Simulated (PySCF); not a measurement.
Molecule: C2H9BO2Si2, SMILES B[SiH2][SiH2]C(=O)OC. Atoms near the plane z = 1.0 Å, at the GFN2-xTB optimised geometry (x, y, z in Å): B1 (3.1, -1.2, 0.0), Si2 (1.2, -1.2, 0.0), Si3 (0.5, 1.0, 0.0), C4 (-1.4, 1.0, 0.0), O6 (-1.9, 1.0, 1.3), C7 (-3.3, 0.9, 1.4), H8 (3.7, -1.2, 1.0), H10 (0.5, -1.9, 1.2), H13 (0.9, 1.8, 1.2), H14 (-3.7, 1.9, 1.2), H15 (-3.7, 0.2, 0.8).

Calculation: PySCF with CAM-B3LYP/def2-TZVP. Cells within 0.4 Å of a nucleus heavier than hydrogen are left out (blank, or x). The values are rescaled to run from 0 to 1.

```
|000000000000000000000000000|
|000000000000000000000000000|
|000000000000000000000000000|
|000000000000000000000000000|
|000000000000000000000000000|
|000000000000000000000000000|
|000111100000000000000000000|
|001245310000112210000000000|
|001499931111249971000000000|
|001599998975699993111100000|
|011399999999999994211110000|
|011399999x99999995322110000|
|011499999999999995332210000|
|011499996533599996544310000|
|001279631001359999778841000|
|001122210001259999999992000|
|000011000000289999899992000|
|000000000000299999679951000|
|000000000000179965444310000|
|000000000000012222222210000|
|000000000000000011122110000|
|000000000000000001111110000|
|000000000000000000011000000|
|000000000000000000000000000|
|000000000000000000000000000|
|000000000000000000000000000|
|000000000000000000000000000|
```
Scale: ten equal steps from 0.000 (start of '0') to 1.00 (end of '9'), in the order '0123456789'; x runs from -6.00 to 6.00, y from -6.00 (bottom) to 6.00 (top).

### Question
Which quantity is mapped?
A. electron localisation function
B. an orbital amplitude
C. electrostatic potential
D. log10 of the electron density

### Answer
C, electrostatic potential. In full: electrostatic potential (hartree/e), clipped to [-0.08, 0.12].
